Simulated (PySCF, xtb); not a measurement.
Pb(Br)(SiH3) (BrH3PbSi), SMILES [SiH3][Pb][Br] (connectivity only; charge and spin as stated), neutral, multiplicity 1.

xtb with GFN2-xTB at its own geometry gives an orbital gap of 1.50 eV and a dipole moment of 7.10 D.

Geometry optimised at PBE-D3(BJ)/def2-SVP. The structure was generated by enumeration; whether it is a known compound was not checked. The def2 effective core potentials stand for the cores of Pb; spin–orbit coupling is left out.

What does B3LYP/def2-TZVPD (PySCF) give? (The exact figures need the calculation; the answer reports its results.)

gap 2.78 eV (levels -6.34 and -3.56 eV), dipole 3.87 D.
